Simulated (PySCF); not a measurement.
C2H5BO3, SMILES CB(O)C(=O)O. Atoms are numbered in the order given.

```xyz
11

C      1.0612    -1.7781     0.0000
B     -0.1399    -0.7825     0.0000
O     -1.4261    -1.1749     0.0000
C      0.0120     0.8349     0.0000
O     -0.9696     1.5538     0.0000
O      1.2600     1.3303     0.0000
H      0.7483    -2.8323     0.0000
H      1.7056    -1.5931    -0.8777
H      1.7056    -1.5931     0.8777
H     -2.0007    -0.3861     0.0000
H      1.1873     2.3032     0.0000
```
Charge 0, spin multiplicity 1.

Coordinates come from a B3LYP-D3(BJ)/def2-SVP optimisation. The structure was generated by enumeration, and PubChem lists no compound with its InChIKey, so it may never have been made. The values are those of a single conformer.

All values below come from M06-2X/def2-TZVP (PySCF).

ESP charges are fitted to the potential on shells at 1.4 to 2.0 van der Waals radii. Atomic charges (e):

```json
[
 {"atom": "C1", "IAO": "-0.59", "Mulliken": "-0.46", "ESP fit": "-0.70", "Löwdin": "-0.25"},
 {"atom": "B2", "IAO": "0.41", "Mulliken": "0.18", "ESP fit": "0.63", "Löwdin": "-0.65"},
 {"atom": "O3", "IAO": "-0.52", "Mulliken": "-0.38", "ESP fit": "-0.64", "Löwdin": "0.23"},
 {"atom": "C4", "IAO": "0.42", "Mulliken": "0.27", "ESP fit": "0.46", "Löwdin": "-0.42"},
 {"atom": "O5", "IAO": "-0.48", "Mulliken": "-0.37", "ESP fit": "-0.53", "Löwdin": "0.09"},
 {"atom": "O6", "IAO": "-0.49", "Mulliken": "-0.39", "ESP fit": "-0.60", "Löwdin": "0.11"},
 {"atom": "H7", "IAO": "0.16", "Mulliken": "0.15", "ESP fit": "0.19", "Löwdin": "0.15"},
 {"atom": "H8", "IAO": "0.17", "Mulliken": "0.16", "ESP fit": "0.17", "Löwdin": "0.16"},
 {"atom": "H9", "IAO": "0.17", "Mulliken": "0.16", "ESP fit": "0.17", "Löwdin": "0.16"},
 {"atom": "H10", "IAO": "0.38", "Mulliken": "0.35", "ESP fit": "0.41", "Löwdin": "0.23"},
 {"atom": "H11", "IAO": "0.37", "Mulliken": "0.33", "ESP fit": "0.46", "Löwdin": "0.20"}
]
```

Computed Mayer and Wiberg (Löwdin basis) orders of the bonds:
| bond | Mayer | Wiberg |
|---|---|---|
| C1–B2 | 1.05 | 1.34 |
| B2–O3 | 1.43 | 2.06 |
| B2–C4 | 0.97 | 1.00 |
| C4–O5 | 1.91 | 2.61 |
| C4–O6 | 1.15 | 1.79 |
| C1–H7 | 0.96 | 0.86 |
| C1–H8 | 0.94 | 0.85 |
| C1–H9 | 0.94 | 0.85 |
| O3–H10 | 0.83 | 0.89 |
| O6–H11 | 0.85 | 0.96 |
